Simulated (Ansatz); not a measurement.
Input file for `[F][SnH][F]` radical:

```yaml
crystal:
  periodic: [false, false, false]
  atoms:
    - {symbol: F, position_ang: [0.674189, -1.225618, 1.047166]}
    - {symbol: Sn, position_ang: [-0.535166, -0.042202, 0.141592]}
    - {symbol: F, position_ang: [0.344708, 1.651089, 0.345715]}
    - {symbol: H, position_ang: [-0.428231, -0.443568, -1.554673]}
basis:
  gaussian: {orbitals: def2-TZVPP}
magnetization: {spin_polarized: true, initial_magnetization: 1}
correlation: {method: ccsd_t}
scf: {omitted_lower_state_checks: [cluster_reference]}
output: {orbitals: {seedname: orbitals}}
```

```sh
$ ansatz run in.yaml --threads 2 --pin off --events-out ev --progress --plain --max-ram 32768MiB --backend cuda --devices 0, --max-vram 18GiB
```

The program prints (abridged):

```
Functional definition: HF
965 factors; integrals over basis functions are off by at most 9.3e-4 eV
mean field evaluation 1: about -11232.8692 eV, gradient 3.1e1 eV
mean field evaluation 2: about -11232.8754 eV, gradient 3.1e1 eV
mean field evaluation 4: about -11236.5062 eV, gradient 2.2e0 eV
mean field evaluation 8: about -11236.5972 eV, gradient 1.7e-1 eV
mean field -11236.59807079 eV, -412.9373626618 hartree, gradient 1.7e-6 eV, S^2 0.764903; 0 other end points of the search recorded, 0 dependent functions left out
6 core orbitals not correlated: weight in the atoms' cores, before any rotation towards them, 1.000 or more for the frozen orbitals, at most 0.000 for the correlated occupied ones
reference -11236.59807079 eV, -412.9373626618 hartree; 15, 14 occupied and 105, 106 virtual orbitals, 965 factors
second order -21.90863471 eV of doubles, -0.00000000 eV of singles
cycle   1  -21.21510949 eV  change    6.9e-1 eV  update   1.2e-1
cycle   2  -21.71262815 eV  change   -5.0e-1 eV  update   4.2e-2
cycle   3  -21.85337992 eV  change   -1.4e-1 eV  update   2.4e-2
cycle   4  -21.84724349 eV  change    6.1e-3 eV  update   7.8e-3
cycle   5  -21.84038881 eV  change    6.9e-3 eV  update   3.8e-3
cycle   6  -21.84234599 eV  change   -2.0e-3 eV  update   1.6e-3
cycle   7  -21.84320643 eV  change   -8.6e-4 eV  update   8.6e-4
cycle   8  -21.84286475 eV  change    3.4e-4 eV  update   3.2e-4
cycle   9  -21.84287062 eV  change   -5.9e-6 eV  update   1.7e-4
cycle  10  -21.84291199 eV  change   -4.1e-5 eV  update   5.9e-5
cycle  11  -21.84284913 eV  change    6.3e-5 eV  update   3.1e-5
cycle  12  -21.84288615 eV  change   -3.7e-5 eV  update   1.5e-5
cycle  13  -21.84287438 eV  change    1.2e-5 eV  update   6.5e-6
perturbative correction -0.62956084 eV, -0.0231359341 hartree
Total energy: -11259.07050601 eV, -413.7632094239 hartree
Checks for a lower state left out: cluster_reference
```

Hardware: 2 threads of an AMD EPYC 7R13 on a shared host and a share of an NVIDIA H100 80 GB. Wall time 4.1 s, peak host memory 0.8 GiB.

Correlation energy per correlated electron: -0.775 eV. T1 diagnostic: 0.0178.
